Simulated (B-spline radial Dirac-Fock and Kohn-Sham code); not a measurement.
**Subshell photoionisation cross sections of Fe⁸⁺ against photon energy**

System: Fe⁸⁺, [Ne] 3s2 3p6.

The computed values come from a radial B-spline solver: Dirac-Hartree-Slater photoionisation with all multipoles and Dirac-Fock thresholds. Values are in kb; a dash marks an energy below the computed threshold. Values for outer subshells far above threshold carry numerical ripple of a few per cent.

```
hν (eV)        2s     2p3/2        3s     3p1/2     3p3/2
    563         –         –      77.5      93.0       185
   1240      89.7       245      18.0      15.8      30.9
 1486.9      65.3       150      12.7      10.1      19.6
   1660      53.7       110      10.2      7.59      14.7
 2984.4      17.0      19.4      2.99      1.51      2.88
 5414.7      4.55      2.92     0.788     0.248     0.469
  12000     0.646     0.195     0.111    0.0181    0.0334
  15000     0.360    0.0884    0.0621   0.00838    0.0153
  30000    0.0536   0.00698   0.00932  0.000705   0.00125
  67500   0.00501  0.000327  0.000877  3.54e-05  5.92e-05
  91400   0.00201  0.000103  0.000352  1.16e-05  1.88e-05
 158000  0.000380  1.34e-05  6.68e-05  1.59e-06  2.46e-06
```

At 158000 eV the multipoles beyond E1 give 38.2 % of 2s, 49.7 % of 2p3/2, 38.3 % of 3s, 52.9 % of 3p1/2, 49.7 % of 3p3/2.
